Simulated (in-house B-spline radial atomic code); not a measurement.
Configurations of Pt8+, with energies counted from [Xe] 4f14 (5d3/2)2. Method: Dirac-Hartree-Fock, average of each configuration as written, Fermi nucleus of rms radius 5.427 fm. Calculated with an all-electron radial atomic-structure program (B-spline basis). Energies include first-order Breit, QED and recoil terms.

Occupations are held fixed; configurations that lie above the ionisation limit could autoionise.

```tsv
configuration	E - E(ref) (eV)	highest orbital	its <r> (bohr)
[Xe] 4f14 (5d5/2)2	4.3916	5d5/2	1.283
[Kr] 4d10 4f14 5s2 (5p1/2)2 (5p3/2)3 (5d5/2)3	62.039	5d5/2	1.28
[Xe] 4f14 (5d5/2)1 (7f5/2)1	97.101	7f5/2	5.282
[Kr] 4d10 4f14 5s2 (5p1/2)1 (5p3/2)4 (5d3/2)1 (5d5/2)1 (7p3/2)1	149.87	7p3/2	3.589
[Kr] 4d10 4f14 5s2 (5p1/2)2 (5p3/2)3 (5d3/2)2 (8f5/2)1	156.74	8f5/2	7.412
[Xe] (4f5/2)5 (4f7/2)8 (5d5/2)2 (8p3/2)1	183.09	8p3/2	5.309
```

(1) Order these further configurations by energy, lowest first.
A. [Xe] 4f14 (5d5/2)1 (9d3/2)1
B. [Xe] (4f5/2)5 (4f7/2)8 (5d3/2)2 (8g9/2)1
C. [Kr] (4d3/2)3 (4d5/2)6 4f14 5s2 5p6 (5d5/2)2 8s1
D. [Xe] 4f14 (5d5/2)1 8s1
E. [Xe] 4f14 (5d5/2)1 (9f7/2)1

(2) How far above the reference does [Xe] (4f5/2)5 (4f7/2)8 (5d3/2)2 (6f7/2)1 lie?

## Answers

(1) D (89.983 eV), A (106.67 eV), E (110.74 eV), B (195.12 eV), C (440.73 eV).

(2) 167.51 eV; its least bound orbital is 6f7/2 with <r> = 3.411 bohr.
